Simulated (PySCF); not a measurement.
# How methods differ on the ionisation energy of Mo²⁷⁺

Mo²⁷⁺ [Ne] 3s2 3p3 [3p1/2^2 3p3/2^1, M_J = 3/2] → Mo²⁸⁺ [Ne] 3s2 3p2 [3p1/2^2, M_J = 0], as a difference of total energies. Computed with PySCF 2.14 in an uncontracted even-tempered set (19 s from 4 bohr⁻², ratio 2.4; 13 p from 5.2 bohr⁻², ratio 2.4; 5 d from 20 bohr⁻², ratio 2.6; 4 f from 30 bohr⁻², ratio 2.6), with the two-component X2C-1e Hamiltonian. Correlated levels: 1s2 frozen; the 50 highest virtual spinors dropped. "Screened" scales the spin-orbit matrix elements by Boettger's factors to mimic the two-electron term; Breit and QED terms are absent.

```csv
method,ionisation energy (eV)
GHF (spin-free),1463.6
GMP2 (spin-free),1464.0
GHF (screened spin-orbit),1449.7
GMP2 (screened spin-orbit),1449.8
```

Breit and QED terms and the two-electron picture change are absent.

The spin-free rows relax to the high-spin LS determinant and lack the spin-orbit shift.

The labels give the starting determinants; with spin-orbit coupling the two ends relaxed to ⟨J²⟩ = 3.76, ⟨L²⟩ = 1.43, ⟨S²⟩ = 2.23 and ⟨J²⟩ = 0.00, ⟨L²⟩ = 1.34, ⟨S²⟩ = 1.34.

For comparison: 1462 ± 6 eV (semi-empirical (NIST evaluation); NIST Atomic Spectra Database, ionization energies).
